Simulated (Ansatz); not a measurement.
HBr ··· HCN

The pair of HBr (SMILES Br, atoms 1–2) and HCN (SMILES C#N, atoms 3–5), both closed shells, in one local arrangement (a lower one may exist), relaxed at PBE0-D4/def2-TZVP:

```
5
angstrom
Br -0.3231 -0.0040 -3.0400
H -0.1887 -0.0009 -1.6131
C 0.1738 0.0017 1.5756
N 0.0291 0.0018 0.4413
H 0.3091 0.0015 2.6362
```

Computed with Ansatz 0.2.0 (basis: def2-TZVPPD, with def2-QZVPPD for the basis limit); correlated methods freeze the cores. Filled d shells of the heavier atoms are correlated. The def2 sets are not built for correlating such inner shells, so the correlated values are less sure here. B3LYP uses VWN-RPA correlation. Extrapolation: Hartree–Fock as exp(−7.88 √X), correlation as X^−2.97. Interaction energies count from these two fragments, frozen as in the pair, with the counterpoise correction; negative means bound.

(1) What is the interaction energy by CCSD(T) at an estimated basis limit (MP2 extrapolated from triple and quadruple zeta, plus CCSD(T) − MP2 in triple zeta)? (To be estimated.)

(2) Which atoms make the shortest contact between the fragments?

The T1 diagnostic stays at or below 0.015.

## Answers

(1) The calculation gives: -16.7 kJ/mol. Hartree–Fock alone gives -7.4 kJ/mol at the basis limit. It counts from the two fragments frozen as in the pair.

The same quantity by other methods in triple zeta, and each one's difference from that estimate:
```json
{"method": "PBE-D4", "E_int (kJ/mol)": "-19.1", "difference": "-2.3"}
{"method": "revPBE-D4", "E_int (kJ/mol)": "-16.2", "difference": "0.5"}
{"method": "BLYP-D4", "E_int (kJ/mol)": "-16.5", "difference": "0.2"}
{"method": "r2SCAN-D4", "E_int (kJ/mol)": "-16.6", "difference": "0.1"}
{"method": "B97M-V", "E_int (kJ/mol)": "-16.1", "difference": "0.6"}
{"method": "PBE0-D4", "E_int (kJ/mol)": "-18.2", "difference": "-1.5"}
{"method": "B3LYP-D4", "E_int (kJ/mol)": "-17.0", "difference": "-0.2"}
{"method": "HSE06-D4", "E_int (kJ/mol)": "-18.2", "difference": "-1.5"}
{"method": "wB97X-V", "E_int (kJ/mol)": "-16.0", "difference": "0.7"}
{"method": "wB97M-V", "E_int (kJ/mol)": "-15.5", "difference": "1.2"}
{"method": "B2PLYP", "E_int (kJ/mol)": "-15.1", "difference": "1.6"}
{"method": "HF", "E_int (kJ/mol)": "-7.6", "difference": "9.2"}
{"method": "MP2", "E_int (kJ/mol)": "-17.9", "difference": "-1.2"}
{"method": "CCSD", "E_int (kJ/mol)": "-13.3", "difference": "3.4"}
{"method": "CCSD(T)", "E_int (kJ/mol)": "-14.7", "difference": "2.0"}
```
Differences are method less estimate.

(2) H2 and N4, 2.07 Å apart.

Basis-set superposition shift (counterpoise-corrected less uncorrected): CCSD(T) 3.1; MP2 3.2; HF 0.5; PBE0-D4 0.6; wB97M-V 0.5 kJ/mol.

For scale, one of the runs: CCSD(T)/def2-TZVPPD, 165 basis functions, launched by `ansatz run in.yaml --threads 2 --pin off --events-out ev --progress --plain --max-ram 5222MiB`. Hardware: 2 CPU threads of an Intel Xeon Platinum 8259CL, shared host. Wall time 20 s; peak host memory 0.97 GiB.
